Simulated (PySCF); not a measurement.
# One molecule, several mistakes: H5OSi3

These are calculations, not measurements. The program is PySCF 2.14.0, an open-source quantum chemistry code, run on an isolated molecule that a program drew, which may never have been made. The molecule is H5OSi3 (charge 0, doublet), drawn as the SMILES string `O=[SiH][SiH][SiH3]`.

Each row is a Hartree-Fock (HF) and frozen-core CCSD(T) single point in the cc-pV(D+d)Z basis, meant for a local HF minimum. Run 1 is clean. Each other run has one planted mistake out of seven kinds, and not every kind appears here: one electron removed, one electron added, multiplicity raised by two, geometry at a saddle point, minimal basis STO-3G, one bond length entered in bohr, all coordinates scaled. The reference is restricted for singlets and unrestricted otherwise, and also for a bond in bohr. Adding or removing an electron swaps singlet and doublet. Electrons count all cores. HOMO and LUMO are orbital energies over both spins, the gradient is its largest component, and the lowest frequency (negative if imaginary) is given only where the gradient is small. Bond lengths are over the 8 bonds as drawn. T1 is the CCSD diagnostic: over 0.02 (restricted) or 0.045 (unrestricted) a single reference is doubtful.

Geometry of the clean run:
```xyz
9
H5OSi3, angstrom
O    -1.4578    3.3800    0.5548
Si   -0.7449    2.1373    0.0980
Si    0.9910    1.1977    1.2995
Si    2.0746    2.5048    2.9351
H    -1.1234    1.3790   -1.1155
H     1.8260    0.2549    0.5197
H     1.0457    3.1276    3.7914
H     2.9084    3.5503    2.3017
H     2.9385    1.6145    3.7427
```

| run | electrons | basis functions | <S^2> | HOMO (eV) | LUMO (eV) | gradient (hartree/bohr) | lowest frequency (cm^-1) | mean bond (Å) | longest bond (Å) | T1 | HF (hartree) | CCSD(T) (hartree) | mistake |
|---|---|---|---|---|---|---|---|---|---|---|---|---|---|
| 1 | 55 | 108 | 0.773 | -9.07 | -0.11 | 1.4e-05 | 59 | 1.6962 | 2.357 | 0.0219 | -944.54097 | -945.07393 | no fault |
| 2 | 56 | 108 | 0.000 | -1.83 | 6.70 | 4.9e-02 | - | 1.6962 | 2.357 | 0.0196 | -944.57333 | -945.13517 | one electron added |
| 3 | 55 | 108 | 3.780 | -5.93 | 0.08 | 1.5e-01 | - | 1.6962 | 2.357 | 0.0395 | -944.43200 | -944.92182 | ? |
| 4 | 55 | 37 | 1.246 | -5.60 | 6.83 | 1.3e-01 | - | 1.6962 | 2.357 | 0.0573 | -933.47178 | -933.68504 | ? |

**Which mistake was planted in run 3, and what did it cost?**

Electrons, basis and geometry are unchanged, and <S^2> is 3.780, beside S(S+1) = 3.75 for a multiplicity of 4. So the mistake is: multiplicity raised by two. Subtracting run 1 and multiplying by 627.51 kcal/mol a hartree, the energy moved by 68.4 kcal/mol in HF and 95.5 kcal/mol in CCSD(T).

**Which mistake was planted in run 4, and what did it cost?**

It has 37 basis functions where the clean run has 108, with the same electrons and geometry. So the mistake is: minimal basis STO-3G. Subtracting run 1 and multiplying by 627.51 kcal/mol a hartree, the energy moved by 6946.0 kcal/mol in HF and 7146.6 kcal/mol in CCSD(T).

Cautions from the logs. Run 4: T1 is over the limit, so its CCSD(T) energy is less reliable.
